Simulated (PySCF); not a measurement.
Calculation: PBE-D3(BJ)/def2-TZVP // PBE-D3(BJ)/def2-SVP (PySCF). Isolated molecules, 0 K electronic values unless said otherwise. One relaxed conformer stands for a flexible species; it need not be the lowest. 

Reference species: [Zn(OH)2] (neutral, multiplicity 1).

```json
{
 "LUMO": "-2.05 eV",
 "HOMO–LUMO gap": "4.71 eV"
}
```

Changed species: [Zn(OH)(NH2)] (1 of 2 OH replaced by NH2; the reference has 0 of 2 OH replaced by NH2).

Q: What does the change do to the LUMO and HOMO–LUMO gap?

A: the LUMO rises by 0.40 eV, to -1.65 eV; the HOMO–LUMO gap decreases by 0.47 eV, to 4.24 eV.
